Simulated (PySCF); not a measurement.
# Arsenic: a sound run and one with changed settings

Sound run: As [Ar] 3d10 4s2 4p3, As+ [Ar] 3d10 4s2 4p2. All numbers are calculated (PySCF 2.14, no relativity, point nucleus, in pcseg-2 (6s5p3d1f, 43 functions)). In the sound run the correlated levels freeze [Ar] 3d10. The sound run starts from symmetry-adapted Hartree-Fock orbitals and uses a fine grid where one is needed.

Changed run: a valence shell is frozen. This setting is unsound on purpose.

```tsv
species	method	sound run (hartree)	changed run (hartree)	converged
As	MP2	-2234.28032	-2234.22471	yes
As	CCSD(T)	-2234.29748	-2234.22966	yes
As+	MP2	-2233.91557	-2233.86728	yes
As+	CCSD(T)	-2233.93286	-2233.86923	yes
```

Ionisation energy of As:

```csv
method,sound run (eV),changed run (eV)
UHF,9.453,9.453
MP2,9.925,9.726
SCS-MP2,9.781,9.544
CCSD,9.891,9.802
CCSD(T),9.922,9.808
```

Freezing a valence shell removes pair correlation that changes on ionisation.

For comparison, NIST gives 9.789 eV between the lowest levels.
